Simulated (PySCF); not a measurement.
CH4BClOSe, SMILES COB(Cl)[SeH]. The structure is a stationary point at B3LYP-D3(BJ)/def2-SVP. The structure was generated by enumeration, and PubChem lists no compound with its InChIKey, so it may never have been made. One conformer was computed; it need not be the lowest.

Level of theory: B3LYP-D3(BJ)/def2-SVP run with PySCF.

Harmonic wavenumbers (cm⁻¹): 94, 155, 163, 211, 304, 376, 439, 491, 715, 949, 1041, 1172, 1192, 1374, 1470, 1476, 1500, 2438, 3018, 3099, 3144. Rotational constants (GHz): 2.665, 1.791, 1.078; symmetry number 1.

Problem. Work out the zero-point energy and the ideal-gas rigid-rotor harmonic-oscillator thermochemistry at 298.15 K and 1 atm.

Solution. ZPE = ½ Σ hcν = ½ × 24819 cm⁻¹ = 148.45 kJ/mol. H − E(el) = 168.98 kJ/mol. Entropy in J/(mol K): translation 171.83, rotation 119.35, vibration 64.13, total 355.31. G − E(el) = 63.05 kJ/mol. Cp = 99.24 J/(mol K). Modes under 150 cm⁻¹ make the vibrational entropy uncertain.
